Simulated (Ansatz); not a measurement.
C₂H₄NO (SMILES C[N]C=O), doublet, geometry from GFN2-xTB; SC-NEVPT2/6-31G, CASSCF(5,5) (Ansatz, an electronic-structure program).

Ansatz was given this input:
Ansatz 0.2 input:
```yaml
crystal:
  periodic: [false, false, false]
  atoms:
    - {symbol: C, position_ang: [-1.51263005, -0.26195055, -0.00835259]}
    - {symbol: N, position_ang: [-0.31440112, -0.16756979, -0.73455845]}
    - {symbol: C, position_ang: [0.85703204, -0.04582669, -0.16687219]}
    - {symbol: O, position_ang: [1.25242822, 0.56344039, 0.80713494]}
    - {symbol: H, position_ang: [-2.31937615, 0.16986520, -0.60197710]}
    - {symbol: H, position_ang: [-1.76486500, -1.31267809, 0.18378564]}
    - {symbol: H, position_ang: [-1.41030325, 0.22237293, 0.97424817]}
    - {symbol: H, position_ang: [1.60951439, -0.56743129, -0.81987828]}
basis:
  gaussian:
    orbitals: 6-31G
correlation: {method: sc_nevpt2, electrons: all, active_space: {window: {electrons: 5, orbitals: 5}}}
magnetization: {spin_polarized: false, initial_magnetization: 1}
```

Problem. Write the output that Ansatz gives for this input, abridged.

Solution. 
```
Functional definition: HF
589 factors; integrals over basis functions are off by at most 2.4e-4 eV
mean field evaluation 1: about -5634.5695 eV, gradient 3.4e1 eV
mean field evaluation 2: about -5634.5801 eV, gradient 3.4e1 eV
mean field evaluation 4: about -5638.0634 eV, gradient 5.2e0 eV
mean field evaluation 8: about -5638.2592 eV, gradient 3.1e-1 eV
mean field evaluation 16: about -5637.6192 eV, gradient 3.8e0 eV
mean field evaluation 32: about -5637.7260 eV, gradient 2.3e0 eV
mean field -5638.26183512 eV, -207.2023006897 hartree, gradient 2.6e-6 eV, S^2 0.750000; 4 other end points of the search recorded, 0 dependent functions left out
reference -5638.26183512 eV, -207.2023006897 hartree; 16, 15 occupied and 28, 29 virtual orbitals, 589 factors
state -5640.31130770 eV, -207.2776174176 hartree
state -5640.31130770 eV, -207.2776174176 hartree; corrected -5648.66745771 eV, -207.5847002665 hartree
Total energy: -5648.66745771 eV, -207.5847002665 hartree
```
